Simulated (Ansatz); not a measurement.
Consider the atomization: `F[B]1C=[CH][GeH2]1` → B• + 2 C• + F• + Ge• + 4 H•.

Calculated with Ansatz (gas phase, PBE0-D4/def2-TZVP geometries, no zero-point term in ΔE). CCSD(T)/CBS adds triple-zeta CCSD(T) − MP2 to the extrapolated MP2 energy (def2 sets, frozen cores). This one scheme is used for every species, atoms too. No spin–orbit coupling; open shells (•) take unrestricted orbitals. Spin–orbit coupling would lower the free atoms: a little for B, C, F; clearly for Ge. Bonds to Ge are less sure, by a few kJ/mol each and by 10 to 20 or more in all where they break to atoms, as the def2 sets lack core-valence functions. Scalar relativity is left out up to krypton.

`F[B]1C=[CH][GeH2]1`:

Cartesian coordinates in Å:
```
F 1.944 1.616 -0.610
B 0.983 0.783 -0.279
C 0.966 -0.383 0.735
C -0.298 -0.859 0.628
Ge -1.009 0.376 -0.746
H 1.726 -0.786 1.403
H -0.696 -1.697 1.196
H -2.178 1.259 -0.268
H -1.437 -0.308 -2.059
```

| species | CCSD(T)/def2-SVP energy (Eh) |
| --- | --- |
| `F[B]1C=[CH][GeH2]1` | -2277.93770 |
| B• | -24.55830 |
| C• | -37.71541 |
| F• | -99.43472 |
| Ge• | -2075.23906 |
| H• | -0.49928 |

Problem. Work out ΔE.

Solution. ΔE = 4 × (-0.49928) + 2 × (-37.71541) + (-24.55830) + (-99.43472) + (-2075.23906) − (-2277.93770) = 1.27768 Eh = +34.77 eV. CCSD(T)/CBS gives +36.41 eV.

Largest T1 diagnostic among the species: 0.014.

From r2SCAN to r2SCAN0 (25 % exact exchange), in def2-TZVPP and without D4, ΔE moves by −0.63 eV: exact exchange takes away binding that semilocal exchange gives to molecules. At CCSD(T), def2-SVP lies −1.65 eV from the extrapolated value and def2-TZVPP −0.77 eV: correlation converges slowly with the basis, and small sets miss more of it in the bonded molecule than in its fragments. Leaving LDA and LC-ωPBE aside and taking each functional with its dispersion term where it has one, the values, not all of them listed here, spread over 2.14 eV, from BHLYP-D4 to PBE-D4. LDA lies +4.87 eV from PBE without D4, its usual overbinding.

For atomizations the MP2-based limit and the directly extrapolated one differ by several kJ/mol either way, and by 10 to 25 for some Ge, Se and Sn compounds, so smaller differences from it don't rank the levels.
